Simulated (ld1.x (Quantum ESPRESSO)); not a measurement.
# Transferability test, TM potential for zirconium (Zr)

| Item | Value |
| --- | --- |
| Element | Zr (Z = 40) |
| Generator | ld1.x (Quantum ESPRESSO) 7.5 |
| Type | norm-conserving Troullier–Martins (Kleinman–Bylander form) |
| Functional | LDA (PZ) |
| Relativity | scalar-relativistic |
| Frozen core | [Kr] |
| Valence charge | 4 |
| Reference configuration | 4d2 5s0 5p0 (charge +2) |
| Partial waves | 5s (bound, empty): rc 2.10 bohr; 5p (bound, empty): rc 3.40 bohr; 4d (bound): rc 2.20 bohr |
| Local potential | the d channel |
| Core correction | none |

Energies are relative to the spin-unpolarised reference configuration 4d2 5s0 5p0; without spin polarisation the order of configurations can differ from experiment. Spin-polarised rows fill each open shell by Hund’s rule, majority spin first.

**Question.** Give the all-electron excitation energy and the error of the potential for: 4d2 5s2 5p0; 4d2 5s1 5p0; 4d1 5s0 5p0; 4d3 5s1 5p0; 4d2 5s1.5 5p0; 4d1 5s2 5p0; 4d3 5s0 5p0; 4d2 5s0 5p0 (spin-polarised); 4d2 5s2 5p0 (spin-polarised).

**Answer.**

```json
{"valence configuration": "4d2 5s2 5p0", "charge": "0", "ΔE all-electron (eV)": "-20.593", "error AE − PS (meV)": "+268"}
{"valence configuration": "4d2 5s1 5p0", "charge": "+1", "ΔE all-electron (eV)": "-13.241", "error AE − PS (meV)": "+113"}
{"valence configuration": "4d1 5s0 5p0", "charge": "+3", "ΔE all-electron (eV)": "22.820", "error AE − PS (meV)": "+145"}
{"valence configuration": "4d3 5s1 5p0", "charge": "0", "ΔE all-electron (eV)": "-19.369", "error AE − PS (meV)": "+121"}
{"valence configuration": "4d2 5s1.5 5p0", "charge": "+0.5", "ΔE all-electron (eV)": "-17.622", "error AE − PS (meV)": "+193"}
{"valence configuration": "4d1 5s2 5p0", "charge": "+1", "ΔE all-electron (eV)": "-12.772", "error AE − PS (meV)": "+415"}
{"valence configuration": "4d3 5s0 5p0", "charge": "+1", "ΔE all-electron (eV)": "-12.784", "error AE − PS (meV)": "+39"}
{"valence configuration": "4d2 5s0 5p0 (spin-polarised)", "charge": "+2", "ΔE all-electron (eV)": "-0.622", "error AE − PS (meV)": "+1137"}
{"valence configuration": "4d2 5s2 5p0 (spin-polarised)", "charge": "0", "ΔE all-electron (eV)": "-21.077", "error AE − PS (meV)": "+1043"}
```

Levels in the configuration 4d2 5s0 5p0 (spin-polarised):

```csv
level,all-electron (eV),pseudo (eV)
4d up,-18.033,-18.551
```

Note: ghost states, extra bound levels that the all-electron valence spectrum of the same l lacks: s at -46.5 eV, p at -24.4 eV. A true bound ghost makes a file unfit for plane-wave use.
